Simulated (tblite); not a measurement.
Record of a relaxation.

C4H16BNSi.
Numbering: `[BH3-:1][N+:2]([CH3:3])([CH3:4])[SiH:5]([CH3:6])[CH3:7]` (hydrogens: H8, H9, H10 on B1; H11, H12, H13 on C3; H14, H15, H16 on C4; H17 on Si5; H18, H19, H20 on C6; H21, H22, H23 on C7)

Computed with GFN2-xTB (tblite), gas phase: L-BFGS steps from a force-field or distance-geometry start until the largest atomic force falls under 0.01 eV/Å. 9 of its 75 geometries are shown.

Step 0: E = -615.1818 eV, largest atomic force 1.782 eV/Å
```
atom  x, y, z in Å  |  force x, y, z in eV/Å
B1     -1.117    1.675   -0.453   -0.700   1.602  -0.343
N2     -0.798    0.207   -0.089    0.352  -1.506   0.691
C3     -1.649   -0.711   -0.856   -0.822  -0.138  -0.163
C4     -1.025   -0.006    1.356   -0.013  -0.375   0.544
Si5     0.950   -0.128   -0.483   -0.079   0.740  -0.954
C6      2.115    0.941    0.508    0.563   0.370   0.799
C7      1.405   -1.917   -0.209   -0.131  -0.941   0.618
H8     -2.274    1.914   -0.246   -0.205  -0.271   0.080
H9     -0.898    1.882   -1.606    0.161  -0.197  -0.210
H10    -0.489    2.439    0.209    0.329  -0.087   0.204
H11    -2.739   -0.505   -0.666    0.981   0.050  -0.106
H12    -1.484   -0.600   -1.952    0.008   0.071   0.873
H13    -1.479   -1.768   -0.576    0.063   0.412  -0.083
H14    -2.086    0.169    1.627    0.538   0.065  -0.343
H15    -0.403    0.676    1.987   -0.505  -0.423  -0.773
H16    -0.789   -1.059    1.669   -0.132   0.694  -0.347
H17     1.172    0.174   -1.911   -0.264  -0.059   0.066
H18     1.907    2.008    0.325    0.201  -0.568   0.258
H19     3.163    0.725    0.211   -0.708   0.240   0.296
H20     2.009    0.720    1.596    0.268   0.382  -0.763
H21     2.473   -2.060   -0.444   -0.704  -0.083   0.165
H22     0.792   -2.570   -0.859    0.559   0.133   0.558
H23     1.238   -2.180    0.870    0.240  -0.111  -1.068
```

Step 9: E = -615.5390 eV, largest atomic force 0.199 eV/Å
```
atom  x, y, z in Å  |  force x, y, z in eV/Å
B1     -1.152    1.736   -0.461    0.005   0.033  -0.021
N2     -0.777    0.173   -0.078    0.133  -0.148   0.013
C3     -1.650   -0.716   -0.837    0.038   0.032   0.005
C4     -1.025   -0.030    1.346    0.005   0.020  -0.035
Si5     0.963   -0.101   -0.527    0.078  -0.037   0.070
C6      2.124    0.961    0.532   -0.021  -0.022  -0.041
C7      1.389   -1.935   -0.200   -0.005   0.065  -0.030
H8     -2.315    1.881   -0.235    0.008  -0.043   0.017
H9     -0.893    1.867   -1.620   -0.035   0.003  -0.001
H10    -0.468    2.432    0.226   -0.041  -0.010   0.009
H11    -2.691   -0.464   -0.633    0.007   0.011  -0.021
H12    -1.462   -0.574   -1.898   -0.058  -0.026  -0.010
H13    -1.483   -1.768   -0.575    0.002   0.089  -0.008
H14    -2.073    0.179    1.564    0.028   0.022  -0.012
H15    -0.416    0.667    1.915   -0.026  -0.022   0.029
H16    -0.801   -1.057    1.658   -0.002   0.067  -0.052
H17     1.099    0.178   -1.963   -0.091  -0.031   0.082
H18     1.934    2.018    0.373    0.007  -0.025   0.018
H19     3.151    0.755    0.241    0.002   0.054   0.029
H20     2.040    0.760    1.597   -0.012  -0.008  -0.043
H21     2.438   -2.088   -0.432   -0.031  -0.048   0.010
H22     0.818   -2.618   -0.822    0.015   0.007   0.014
H23     1.245   -2.228    0.838   -0.006   0.016  -0.023
```

Step 18: E = -615.5485 eV, largest atomic force 0.039 eV/Å
```
atom  x, y, z in Å  |  force x, y, z in eV/Å
B1     -1.151    1.734   -0.463    0.002  -0.009   0.005
N2     -0.759    0.170   -0.082    0.037  -0.005  -0.010
C3     -1.641   -0.709   -0.839    0.009   0.012   0.006
C4     -1.019   -0.026    1.338    0.001   0.006  -0.012
Si5     0.978   -0.107   -0.521    0.023  -0.018  -0.016
C6      2.132    0.965    0.533   -0.018  -0.014  -0.013
C7      1.393   -1.942   -0.200   -0.004   0.020   0.001
H8     -2.314    1.852   -0.226   -0.014   0.001   0.005
H9     -0.907    1.871   -1.623   -0.008   0.012   0.015
H10    -0.479    2.434    0.230   -0.008   0.008  -0.014
H11    -2.677   -0.445   -0.629   -0.018  -0.006  -0.005
H12    -1.471   -0.575   -1.904    0.019   0.007   0.004
H13    -1.481   -1.758   -0.575   -0.003   0.001  -0.005
H14    -2.067    0.191    1.543   -0.014   0.002   0.022
H15    -0.416    0.665    1.921    0.013  -0.002  -0.004
H16    -0.803   -1.053    1.648   -0.008  -0.002   0.005
H17     1.053    0.167   -1.957    0.010  -0.010  -0.005
H18     1.929    2.020    0.381   -0.017  -0.010   0.004
H19     3.165    0.780    0.253   -0.006   0.015   0.006
H20     2.038    0.756    1.596    0.012   0.000  -0.004
H21     2.439   -2.115   -0.429   -0.013  -0.014   0.011
H22     0.815   -2.620   -0.821   -0.001   0.015   0.011
H23     1.241   -2.229    0.838    0.006  -0.011  -0.007
```

Step 28: E = -615.5502 eV, largest atomic force 0.029 eV/Å
```
atom  x, y, z in Å  |  force x, y, z in eV/Å
B1     -1.157    1.736   -0.460    0.004  -0.009   0.004
N2     -0.751    0.171   -0.082    0.001   0.019  -0.013
C3     -1.633   -0.705   -0.843   -0.013   0.003  -0.002
C4     -1.011   -0.025    1.338   -0.008   0.008  -0.003
Si5     0.984   -0.114   -0.524    0.023  -0.014  -0.011
C6      2.127    0.966    0.530   -0.008   0.004   0.004
C7      1.392   -1.949   -0.196   -0.010  -0.001   0.005
H8     -2.320    1.844   -0.216   -0.007  -0.006   0.002
H9     -0.921    1.880   -1.620    0.007  -0.007   0.000
H10    -0.490    2.445    0.229    0.012  -0.004   0.004
H11    -2.669   -0.441   -0.638   -0.022   0.015   0.002
H12    -1.455   -0.565   -1.906    0.001  -0.019  -0.007
H13    -1.479   -1.755   -0.580    0.021  -0.006  -0.011
H14    -2.056    0.203    1.546   -0.020   0.010   0.008
H15    -0.400    0.662    1.918    0.012  -0.013   0.012
H16    -0.809   -1.054    1.649    0.018   0.002  -0.006
H17     1.062    0.149   -1.963    0.001   0.003   0.006
H18     1.899    2.017    0.388    0.000   0.005   0.004
H19     3.164    0.806    0.248   -0.015   0.013  -0.008
H20     2.041    0.746    1.591    0.013  -0.004   0.004
H21     2.436   -2.136   -0.424   -0.020   0.005  -0.001
H22     0.804   -2.619   -0.816    0.009  -0.006   0.007
H23     1.237   -2.234    0.841   -0.001   0.000  -0.002
```

Step 37: E = -615.5511 eV, largest atomic force 0.034 eV/Å
```
atom  x, y, z in Å  |  force x, y, z in eV/Å
B1     -1.157    1.736   -0.457    0.006  -0.008  -0.001
N2     -0.748    0.174   -0.085   -0.006   0.012  -0.007
C3     -1.629   -0.702   -0.847   -0.011  -0.008  -0.001
C4     -1.006   -0.023    1.336   -0.003  -0.006   0.002
Si5     0.985   -0.117   -0.525    0.032  -0.012  -0.004
C6      2.122    0.969    0.530    0.006   0.004   0.004
C7      1.385   -1.954   -0.192    0.002  -0.004   0.005
H8     -2.321    1.839   -0.210   -0.001   0.007  -0.003
H9     -0.924    1.880   -1.618    0.005   0.005  -0.014
H10    -0.490    2.445    0.230    0.007   0.006   0.007
H11    -2.667   -0.437   -0.645   -0.011   0.002   0.007
H12    -1.450   -0.566   -1.910    0.003   0.007   0.001
H13    -1.473   -1.751   -0.586   -0.003  -0.016   0.005
H14    -2.048    0.213    1.550   -0.009  -0.003  -0.004
H15    -0.387    0.654    1.918    0.005  -0.001  -0.007
H16    -0.808   -1.054    1.641   -0.002  -0.013   0.004
H17     1.071    0.142   -1.964   -0.007   0.004   0.011
H18     1.876    2.018    0.400   -0.007   0.000   0.004
H19     3.157    0.830    0.235   -0.003   0.005  -0.010
H20     2.052    0.739    1.590    0.005  -0.008  -0.003
H21     2.428   -2.143   -0.421   -0.006   0.005   0.002
H22     0.797   -2.627   -0.809    0.000   0.013   0.003
H23     1.231   -2.237    0.846   -0.001   0.010  -0.003
```

Step 46: E = -615.5522 eV, largest atomic force 0.027 eV/Å
```
atom  x, y, z in Å  |  force x, y, z in eV/Å
B1     -1.149    1.736   -0.460   -0.005  -0.011   0.007
N2     -0.747    0.171   -0.090   -0.009   0.017   0.002
C3     -1.631   -0.703   -0.850   -0.003  -0.003  -0.010
C4     -1.002   -0.029    1.330    0.000  -0.001   0.016
Si5     0.988   -0.119   -0.522    0.023  -0.005  -0.013
C6      2.119    0.976    0.530    0.002   0.003  -0.002
C7      1.378   -1.955   -0.180    0.004  -0.002  -0.002
H8     -2.312    1.843   -0.213   -0.014   0.006  -0.005
H9     -0.914    1.885   -1.619    0.008  -0.005  -0.005
H10    -0.482    2.440    0.232    0.004   0.007   0.003
H11    -2.668   -0.437   -0.646    0.004   0.005   0.004
H12    -1.452   -0.566   -1.913   -0.006   0.002  -0.016
H13    -1.476   -1.753   -0.589   -0.004  -0.007   0.001
H14    -2.040    0.218    1.551   -0.004   0.001  -0.001
H15    -0.369    0.637    1.909   -0.007   0.010   0.022
H16    -0.814   -1.065    1.629   -0.007  -0.010   0.008
H17     1.074    0.144   -1.960    0.001  -0.007  -0.007
H18     1.833    2.017    0.430    0.004   0.002   0.013
H19     3.150    0.880    0.202   -0.006   0.000  -0.004
H20     2.088    0.719    1.586    0.005  -0.006  -0.011
H21     2.419   -2.154   -0.410   -0.003  -0.002   0.006
H22     0.783   -2.625   -0.795    0.007   0.001   0.007
H23     1.222   -2.232    0.859    0.006   0.005  -0.011
```

Step 56: E = -615.5531 eV, largest atomic force 0.026 eV/Å
```
atom  x, y, z in Å  |  force x, y, z in eV/Å
B1     -1.145    1.736   -0.461    0.002  -0.025   0.008
N2     -0.746    0.169   -0.090   -0.018   0.013   0.006
C3     -1.633   -0.701   -0.852   -0.003   0.001  -0.006
C4     -1.004   -0.034    1.330   -0.001   0.002   0.012
Si5     0.991   -0.119   -0.527    0.005   0.000   0.006
C6      2.120    0.980    0.525    0.003  -0.001   0.003
C7      1.378   -1.954   -0.174   -0.001   0.001   0.002
H8     -2.309    1.847   -0.223   -0.016  -0.006   0.000
H9     -0.900    1.881   -1.618    0.006   0.010  -0.018
H10    -0.481    2.439    0.235    0.008   0.015   0.011
H11    -2.669   -0.433   -0.645    0.004  -0.002   0.007
H12    -1.458   -0.561   -1.915    0.009   0.005  -0.006
H13    -1.480   -1.752   -0.594   -0.001   0.004   0.000
H14    -2.041    0.220    1.550   -0.001  -0.003  -0.013
H15    -0.370    0.625    1.917    0.008   0.007  -0.004
H16    -0.825   -1.072    1.626   -0.003   0.001  -0.002
H17     1.076    0.136   -1.966   -0.005  -0.006   0.009
H18     1.807    2.017    0.465    0.000  -0.015  -0.005
H19     3.144    0.919    0.169   -0.013  -0.001   0.000
H20     2.122    0.691    1.574    0.008  -0.007  -0.011
H21     2.419   -2.160   -0.401   -0.007   0.010   0.001
H22     0.780   -2.626   -0.782    0.010   0.000   0.004
H23     1.220   -2.220    0.868    0.008  -0.002  -0.005
```

Step 65: E = -615.5538 eV, largest atomic force 0.021 eV/Å
```
atom  x, y, z in Å  |  force x, y, z in eV/Å
B1     -1.142    1.736   -0.461    0.005  -0.018   0.003
N2     -0.746    0.171   -0.090   -0.007  -0.005   0.005
C3     -1.633   -0.696   -0.855   -0.002  -0.002  -0.001
C4     -1.007   -0.035    1.330   -0.004   0.001   0.006
Si5     0.990   -0.123   -0.526   -0.002  -0.001   0.001
C6      2.119    0.979    0.521    0.007   0.001   0.001
C7      1.378   -1.954   -0.165    0.006  -0.001   0.001
H8     -2.308    1.843   -0.234   -0.008   0.012   0.000
H9     -0.885    1.883   -1.616   -0.001   0.013  -0.016
H10    -0.485    2.441    0.241   -0.004   0.010   0.014
H11    -2.668   -0.428   -0.645    0.001  -0.002  -0.007
H12    -1.456   -0.551   -1.917   -0.006  -0.003  -0.001
H13    -1.481   -1.748   -0.601    0.003   0.002  -0.005
H14    -2.043    0.226    1.546    0.001   0.005   0.002
H15    -0.368    0.617    1.920    0.000   0.003  -0.006
H16    -0.838   -1.076    1.622    0.004   0.006  -0.002
H17     1.074    0.120   -1.967   -0.004   0.003  -0.003
H18     1.774    2.007    0.500    0.001  -0.007   0.005
H19     3.132    0.960    0.131   -0.002  -0.004  -0.005
H20     2.165    0.657    1.559    0.001   0.005   0.001
H21     2.418   -2.157   -0.393    0.003  -0.006   0.001
H22     0.780   -2.631   -0.768    0.007  -0.003   0.006
H23     1.224   -2.214    0.879    0.004  -0.009  -0.002
```

Step 74: E = -615.5542 eV, largest atomic force 0.010 eV/Å
```
atom  x, y, z in Å  |  force x, y, z in eV/Å
B1     -1.143    1.739   -0.461    0.000  -0.006   0.003
N2     -0.749    0.172   -0.090    0.000  -0.007   0.002
C3     -1.635   -0.694   -0.857    0.000  -0.001   0.000
C4     -1.011   -0.032    1.329    0.000   0.000   0.000
Si5     0.987   -0.126   -0.524   -0.007  -0.007   0.000
C6      2.121    0.974    0.520   -0.003  -0.003  -0.003
C7      1.383   -1.956   -0.160    0.002  -0.004   0.000
H8     -2.311    1.846   -0.244   -0.010   0.000   0.000
H9     -0.878    1.891   -1.614    0.004   0.004  -0.002
H10    -0.494    2.443    0.250    0.005   0.003   0.004
H11    -2.671   -0.430   -0.647    0.001  -0.001   0.000
H12    -1.459   -0.546   -1.919   -0.003   0.001   0.000
H13    -1.480   -1.747   -0.607    0.000   0.002   0.001
H14    -2.046    0.230    1.547    0.001   0.003  -0.001
H15    -0.371    0.620    1.918    0.000   0.001  -0.003
H16    -0.842   -1.072    1.623    0.001   0.002  -0.002
H17     1.065    0.115   -1.966    0.003   0.000   0.000
H18     1.766    2.000    0.516    0.004   0.001   0.002
H19     3.127    0.968    0.112    0.002   0.004   0.003
H20     2.187    0.642    1.553    0.000   0.002  -0.001
H21     2.424   -2.154   -0.390    0.004   0.000  -0.001
H22     0.789   -2.638   -0.761   -0.003   0.000  -0.002
H23     1.233   -2.218    0.884   -0.001   0.005   0.003
```

**Question.** Summarise the path.

**Answer.** The energy falls by 35.93 kJ/mol from step 0 to step 74; nine tenths of that is first reached at step 5. It falls at every step. The largest force goes from 1.782 to 0.010 eV/Å. Among the bonds B1–N2 changes most, from 1.546 to 1.657 Å; the atoms move by 0.111 Å rms after alignment.

**Question.** Follow the three bonds and two angles with the largest change from start to end.

**Answer.** 
| step | E above end (kJ/mol) | largest force (eV/Å) | B1–N2 (Å) | Si5–C7 (Å) | C7–H23 (Å) | C6–Si5–H17 (°) | H8–B1–H10 (°) |
| --- | --- | --- | --- | --- | --- | --- | --- |
| 0 | 35.93 | 1.782 | 1.546 | 1.866 | 1.123 | 107.6 | 106.6 |
| 3 | 6.92 | 0.320 | 1.660 | 1.900 | 1.081 | 109.8 | 110.9 |
| 6 | 2.85 | 0.185 | 1.671 | 1.898 | 1.086 | 111.2 | 112.7 |
| 10 | 1.22 | 0.116 | 1.655 | 1.911 | 1.087 | 112.9 | 112.1 |
| 13 | 0.81 | 0.128 | 1.659 | 1.904 | 1.087 | 113.5 | 111.9 |
| 16 | 0.60 | 0.050 | 1.654 | 1.907 | 1.086 | 114.0 | 111.9 |
| 19 | 0.52 | 0.040 | 1.658 | 1.908 | 1.087 | 114.2 | 112.1 |
| 23 | 0.47 | 0.022 | 1.656 | 1.906 | 1.087 | 114.4 | 112.1 |
| 26 | 0.42 | 0.042 | 1.655 | 1.907 | 1.087 | 114.4 | 112.0 |
| 29 | 0.37 | 0.038 | 1.661 | 1.908 | 1.087 | 114.4 | 111.9 |
| 32 | 0.33 | 0.029 | 1.659 | 1.907 | 1.087 | 114.3 | 111.9 |
| 35 | 0.31 | 0.019 | 1.656 | 1.908 | 1.087 | 114.3 | 111.9 |
| 39 | 0.28 | 0.025 | 1.656 | 1.908 | 1.087 | 114.2 | 112.0 |
| 42 | 0.24 | 0.044 | 1.654 | 1.907 | 1.087 | 114.2 | 111.9 |
| 45 | 0.20 | 0.028 | 1.656 | 1.907 | 1.087 | 114.0 | 111.8 |
| 48 | 0.17 | 0.025 | 1.658 | 1.907 | 1.087 | 114.0 | 111.9 |
| 51 | 0.14 | 0.018 | 1.657 | 1.907 | 1.087 | 114.1 | 111.8 |
| 55 | 0.11 | 0.028 | 1.659 | 1.908 | 1.087 | 114.2 | 111.9 |
| 58 | 0.08 | 0.021 | 1.656 | 1.907 | 1.087 | 114.3 | 111.8 |
| 61 | 0.06 | 0.026 | 1.655 | 1.907 | 1.087 | 114.3 | 111.8 |
| 64 | 0.04 | 0.016 | 1.656 | 1.907 | 1.087 | 114.4 | 112.0 |
| 68 | 0.02 | 0.019 | 1.656 | 1.906 | 1.087 | 114.5 | 111.9 |
| 71 | 0.01 | 0.016 | 1.657 | 1.907 | 1.087 | 114.5 | 111.8 |
| 74 | 0.00 | 0.010 | 1.657 | 1.907 | 1.087 | 114.5 | 111.8 |

What follows is the cost of the whole relaxation. Hardware: Arm Neoverse N1, one thread, shared host with 64 logical CPUs at a one-minute load of 62. Cost: 1.0 s of wall time.
